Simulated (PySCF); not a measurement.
H$_{3}$B$_{3}$O$_{3}$, charge -1, doublet, geometry from GFN2-xTB (a state made from the parent by changing its charge; the spin is typed, not shown lowest); PySCF with TPSS/def2-SV(P).

The PySCF input:
```python
from pyscf import gto, scf, dft

mol = gto.M(
    atom='''
B    -0.607283    1.196853    0.169021
O    -1.403485    0.033823    0.167628
B    -0.695030   -1.156944   -0.090717
O     0.612761   -1.233139   -0.192790
B     1.481705   -0.054017   -0.011057
O     0.703356    1.197032    0.075375
H    -1.202292    2.232206    0.287603
H    -1.365532   -2.146633   -0.195594
H     2.369804    0.003238   -0.829944
''',
    basis='def2-sv(p)',
    charge=-1,
    spin=1,
    verbose=4,
)

mf = dft.UKS(mol)
mf.xc = 'tpss'
mf.DIIS = scf.EDIIS
mf.kernel()
mf.analyze()
```

What the program printed (banner, timings and long lists left out):

```
PySCF version 2.14.0

[INPUT] verbose = 4
[INPUT] num. atoms = 9
[INPUT] num. electrons = 43
[INPUT] charge = -1
[INPUT] spin (= nelec alpha-beta = 2S) = 1
[INPUT] symmetry False subgroup None
[INPUT] Mole.unit = angstrom
[INPUT] Symbol           X                Y                Z      unit          X                Y                Z       unit  Magmom
[...]
nuclear repulsion = 198.368612539173
number of shells = 42
number of NR pGTOs = 156
number of NR cGTOs = 90
basis = def2-sv(p)
ecp = {}

******** <class 'pyscf.dft.uks.UKS'> ********
method = UKS
initial guess = minao
damping factor = 0
level_shift factor = 0
DIIS = <class 'pyscf.scf.diis.EDIIS'>
diis_start_cycle = 1
diis_space = 8
diis_damp = 0
SCF conv_tol = 1e-09
SCF conv_tol_grad = None
SCF max_cycles = 50
direct_scf = True
direct_scf_tol = 1e-13
number electrons alpha = 22  beta = 21
XC library pyscf.dft.libxc version 7.1.2
    S. Lehtola, C. Steigemann, M. J. T. Oliveira, and M. A. L. Marques,  SoftwareX 7, 1–5 (2018)
XC functionals = tpss
    J. Tao, J. P. Perdew, V. N. Staroverov, and G. E. Scuseria,  Phys. Rev. Lett. 91, 146401 (2003)
    J. P. Perdew, J. Tao, V. N. Staroverov, and G. E. Scuseria,  J. Chem. Phys. 120, 6898 (2004)
    J. Tao, J. P. Perdew, V. N. Staroverov, and G. E. Scuseria,  Phys. Rev. Lett. 91, 146401 (2003)
    J. P. Perdew, J. Tao, V. N. Staroverov, and G. E. Scuseria,  J. Chem. Phys. 120, 6898 (2004)
radial grids:
    Treutler-Ahlrichs [JCP 102, 346 (1995); DOI:10.1063/1.469408] (M4) radial grids

becke partition: Becke, JCP 88, 2547 (1988); DOI:10.1063/1.454033
pruning grids: <function nwchem_prune>
grids dens level: 3
symmetrized grids: False
atomic radii adjust function: <function treutler_atomic_radii_adjust>
small_rho_cutoff = 0
Set gradient conv threshold to 3.16228e-05
tot grids = 113808
init E= -302.636228607103

cycle= 1 E= -301.846346397082  delta_E= 0.79  |g|= 0.797  |ddm|= 2.49
cycle= 2 E= -301.050952134713  delta_E= 0.795  |g|= 1.59  |ddm|= 2.79
cycle= 3 E= -301.972842182503  delta_E= -0.922  |g|= 0.559  |ddm|= 2.47
cycle= 4 E= -301.972842182567  delta_E= -6.43e-11  |g|= 0.559  |ddm|= 1.29e-10
cycle= 5 E= -301.972842179643  delta_E= 2.92e-09  |g|= 0.559  |ddm|= 5.82e-09
cycle= 6 E= -301.972842193579  delta_E= -1.39e-08  |g|= 0.559  |ddm|= 2.77e-08
cycle= 7 E= -301.972842182498  delta_E= 1.11e-08  |g|= 0.559  |ddm|= 2.21e-08
cycle= 8 E= -301.972842181869  delta_E= 6.29e-10  |g|= 0.559  |ddm|= 1.26e-09
cycle= 9 E= -301.972842182228  delta_E= -3.6e-10  |g|= 0.559  |ddm|= 7.19e-10
cycle= 10 E= -301.928521306606  delta_E= 0.0443  |g|= 0.67  |ddm|= 0.284
cycle= 11 E= -301.381629584524  delta_E= 0.547  |g|= 1.31  |ddm|= 1.83
cycle= 12 E= -301.971429117877  delta_E= -0.59  |g|= 0.551  |ddm|= 1.79
cycle= 13 E= -301.98651378878  delta_E= -0.0151  |g|= 0.519  |ddm|= 0.0576
cycle= 14 E= -301.986513711841  delta_E= 7.69e-08  |g|= 0.519  |ddm|= 1.95e-07
cycle= 15 E= -301.98651377956  delta_E= -6.77e-08  |g|= 0.519  |ddm|= 1.5e-07
cycle= 16 E= -301.986513799417  delta_E= -1.99e-08  |g|= 0.519  |ddm|= 5.41e-08
cycle= 17 E= -301.98651380297  delta_E= -3.55e-09  |g|= 0.519  |ddm|= 2.34e-08
cycle= 18 E= -301.986513788042  delta_E= 1.49e-08  |g|= 0.519  |ddm|= 5e-08
cycle= 19 E= -301.968363214926  delta_E= 0.0182  |g|= 0.581  |ddm|= 0.287
cycle= 20 E= -301.359891971202  delta_E= 0.608  |g|= 1.32  |ddm|= 1.73
cycle= 21 E= -301.968713834566  delta_E= -0.609  |g|= 0.557  |ddm|= 1.79
cycle= 22 E= -301.977424093098  delta_E= -0.00871  |g|= 0.538  |ddm|= 0.0297
cycle= 23 E= -301.97742409181  delta_E= 1.29e-09  |g|= 0.538  |ddm|= 2.51e-09
cycle= 24 E= -301.977424095341  delta_E= -3.53e-09  |g|= 0.538  |ddm|= 6.86e-09
cycle= 25 E= -301.977424119292  delta_E= -2.4e-08  |g|= 0.538  |ddm|= 4.65e-08
cycle= 26 E= -301.977424097784  delta_E= 2.15e-08  |g|= 0.538  |ddm|= 4.18e-08
cycle= 27 E= -301.977424099354  delta_E= -1.57e-09  |g|= 0.538  |ddm|= 3.04e-09
cycle= 28 E= -301.977424093452  delta_E= 5.9e-09  |g|= 0.538  |ddm|= 1.15e-08
cycle= 29 E= -301.109438633232  delta_E= 0.868  |g|= 1.51  |ddm|= 1.95
cycle= 30 E= -301.858422084934  delta_E= -0.749  |g|= 0.752  |ddm|=  2.1
cycle= 31 E= -301.952375895185  delta_E= -0.094  |g|= 0.589  |ddm|= 0.301
cycle= 32 E= -301.952375912648  delta_E= -1.75e-08  |g|= 0.589  |ddm|= 3.45e-08
cycle= 33 E= -301.952375917887  delta_E= -5.24e-09  |g|= 0.589  |ddm|= 1.04e-08
cycle= 34 E= -301.952375977129  delta_E= -5.92e-08  |g|= 0.589  |ddm|= 1.17e-07
cycle= 35 E= -301.952375971985  delta_E= 5.14e-09  |g|= 0.589  |ddm|= 1.02e-08
cycle= 36 E= -301.952375911685  delta_E= 6.03e-08  |g|= 0.589  |ddm|= 1.19e-07
cycle= 37 E= -301.952375912583  delta_E= -8.98e-10  |g|= 0.589  |ddm|= 1.77e-09
cycle= 38 E= -300.788649126771  delta_E= 1.16  |g|= 1.72  |ddm|= 2.25
cycle= 39 E= -301.729586923113  delta_E= -0.941  |g|= 0.933  |ddm|= 2.46
cycle= 40 E= -301.899774999599  delta_E= -0.17  |g|= 0.691  |ddm|= 0.548
cycle= 41 E= -301.899775004401  delta_E= -4.8e-09  |g|= 0.691  |ddm|= 9.61e-09
cycle= 42 E= -301.899775003439  delta_E= 9.62e-10  |g|= 0.691  |ddm|= 1.93e-09
cycle= 43 E= -301.899775002802  delta_E= 6.37e-10  |g|= 0.691  |ddm|= 1.27e-09
cycle= 44 E= -301.899775003598  delta_E= -7.96e-10  |g|= 0.691  |ddm|= 1.6e-09
cycle= 45 E= -301.899775003423  delta_E= 1.76e-10  |g|= 0.691  |ddm|= 3.55e-10
cycle= 46 E= -301.899775003464  delta_E= -4.1e-11  |g|= 0.691  |ddm|= 8.47e-11
cycle= 47 E= -300.281452126974  delta_E= 1.62  |g|= 2.01  |ddm|= 2.69
cycle= 48 E= -301.41916245904  delta_E= -1.14  |g|= 1.26  |ddm|= 2.99
cycle= 49 E= -301.759119120622  delta_E= -0.34  |g|= 0.917  |ddm|= 1.02
cycle= 50 E= -301.759119122853  delta_E= -2.23e-09  |g|= 0.917  |ddm|= 4.98e-09
SCF not converged.
SCF energy = -301.759119122853 after 50 cycles  <S^2> = 0.75126498  2S+1 = 2.0012646
**** SCF Summaries ****
Total Energy =                        -301.759119122853008
Nuclear Repulsion Energy =             198.368612539173284
One-electron Energy =                 -820.295638716781013
Two-electron Energy =                  320.167907054754721
Two-electron Coulomb Energy =          360.546459739669046
DFT Exchange-Correlation Energy =      -40.378552684914325
**** MO energy ****
                             alpha | beta                alpha | beta
[...]
To work with the spin densities directly, `use mulliken_meta_spin()` only printing them here.

 ** Mulliken spin pop alpha/beta on meta-lowdin orthogonal AOs **
 ** Mulliken Spin Density (per AO)  **
spin_pop of  0 B 1s       -0.00000
spin_pop of  0 B 2s        0.00359
spin_pop of  0 B 3s        0.00031
spin_pop of  0 B 2px       0.00175
spin_pop of  0 B 2py       0.00052
spin_pop of  0 B 2pz       0.01252
spin_pop of  0 B 3px       0.00001
spin_pop of  0 B 3py       0.00006
spin_pop of  0 B 3pz       0.00023
spin_pop of  0 B 3dxy     -0.00002
spin_pop of  0 B 3dyz     -0.00001
spin_pop of  0 B 3dz^2    -0.00002
spin_pop of  0 B 3dxz      0.00017
spin_pop of  0 B 3dx2-y2   -0.00001
spin_pop of  1 O 1s       -0.00000
spin_pop of  1 O 2s        0.00069
spin_pop of  1 O 3s        0.00002
spin_pop of  1 O 2px      -0.00014
spin_pop of  1 O 2py      -0.00027
spin_pop of  1 O 2pz       0.00502
spin_pop of  1 O 3px       0.00003
spin_pop of  1 O 3py       0.00004
spin_pop of  1 O 3pz       0.00020
spin_pop of  1 O 3dxy     -0.00001
spin_pop of  1 O 3dyz     -0.00000
spin_pop of  1 O 3dz^2    -0.00001
spin_pop of  1 O 3dxz     -0.00001
spin_pop of  1 O 3dx2-y2   -0.00000
spin_pop of  2 B 1s       -0.00000
spin_pop of  2 B 2s        0.00359
spin_pop of  2 B 3s        0.00031
spin_pop of  2 B 2px       0.00192
spin_pop of  2 B 2py       0.00113
spin_pop of  2 B 2pz       0.01175
spin_pop of  2 B 3px       0.00002
spin_pop of  2 B 3py       0.00010
spin_pop of  2 B 3pz       0.00018
spin_pop of  2 B 3dxy     -0.00001
spin_pop of  2 B 3dyz     -0.00001
spin_pop of  2 B 3dz^2    -0.00002
spin_pop of  2 B 3dxz      0.00016
spin_pop of  2 B 3dx2-y2   -0.00000
spin_pop of  3 O 1s       -0.00000
spin_pop of  3 O 2s        0.00251
spin_pop of  3 O 3s        0.00009
spin_pop of  3 O 2px      -0.00053
spin_pop of  3 O 2py      -0.00440
spin_pop of  3 O 2pz       0.02589
spin_pop of  3 O 3px       0.00016
spin_pop of  3 O 3py       0.00005
spin_pop of  3 O 3pz       0.00034
spin_pop of  3 O 3dxy     -0.00001
spin_pop of  3 O 3dyz      0.00001
spin_pop of  3 O 3dz^2    -0.00001
spin_pop of  3 O 3dxz      0.00014
spin_pop of  3 O 3dx2-y2   -0.00000
spin_pop of  4 B 1s        0.00003
spin_pop of  4 B 2s        0.17088
spin_pop of  4 B 3s        0.00854
spin_pop of  4 B 2px       0.09038
spin_pop of  4 B 2py       0.01633
spin_pop of  4 B 2pz       0.62067
spin_pop of  4 B 3px       0.00240
spin_pop of  4 B 3py       0.00021
spin_pop of  4 B 3pz       0.00306
spin_pop of  4 B 3dxy     -0.00019
spin_pop of  4 B 3dyz      0.00010
spin_pop of  4 B 3dz^2     0.00018
spin_pop of  4 B 3dxz     -0.00043
spin_pop of  4 B 3dx2-y2    0.00004
spin_pop of  5 O 1s       -0.00000
spin_pop of  5 O 2s        0.00251
spin_pop of  5 O 3s        0.00009
spin_pop of  5 O 2px      -0.00027
spin_pop of  5 O 2py      -0.00372
spin_pop of  5 O 2pz       0.02495
spin_pop of  5 O 3px       0.00016
spin_pop of  5 O 3py       0.00005
spin_pop of  5 O 3pz       0.00034
spin_pop of  5 O 3dxy     -0.00001
spin_pop of  5 O 3dyz      0.00004
spin_pop of  5 O 3dz^2    -0.00002
spin_pop of  5 O 3dxz      0.00014
spin_pop of  5 O 3dx2-y2   -0.00001
spin_pop of  6 H 1s       -0.00314
spin_pop of  6 H 2s        0.00003
spin_pop of  7 H 1s       -0.00314
spin_pop of  7 H 2s        0.00003
spin_pop of  8 H 1s        0.00137
spin_pop of  8 H 2s        0.00041
 ** Mulliken Spin Density (per atom)  **
spin density of  0 B =      0.01911
spin density of  1 O =      0.00556
spin density of  2 B =      0.01911
spin density of  3 O =      0.02424
spin density of  4 B =      0.91218
spin density of  5 O =      0.02424
spin density of  6 H =     -0.00311
spin density of  7 H =     -0.00311
spin density of  8 H =      0.00179
 ** Mulliken pop alpha/beta on meta-lowdin orthogonal AOs **
 ** Mulliken pop       alpha | beta **
In total            22.00000 | 21.00000
 ** Mulliken atomic charges   ( Nelec_alpha | Nelec_beta ) **
charge of  0B =      0.76875  (     2.12518      2.10607 )
charge of  1O =     -0.74744  (     4.37650      4.37094 )
charge of  2B =      0.76868  (     2.12522      2.10610 )
charge of  3O =     -0.79108  (     4.40766      4.38342 )
charge of  4B =     -0.03638  (     2.97428      2.06210 )
charge of  5O =     -0.79118  (     4.40771      4.38347 )
charge of  6H =     -0.06890  (     0.53289      0.53601 )
charge of  7H =     -0.06890  (     0.53289      0.53601 )
charge of  8H =     -0.03355  (     0.51767      0.51588 )

WARN: System has nonzero charge -1; the dipole moment is origin-dependent.
Location of origin: [0. 0. 0.]

Dipole moment(X, Y, Z, Debye): -5.41752,  0.26781, -0.59945
```

Convergence was not reached.
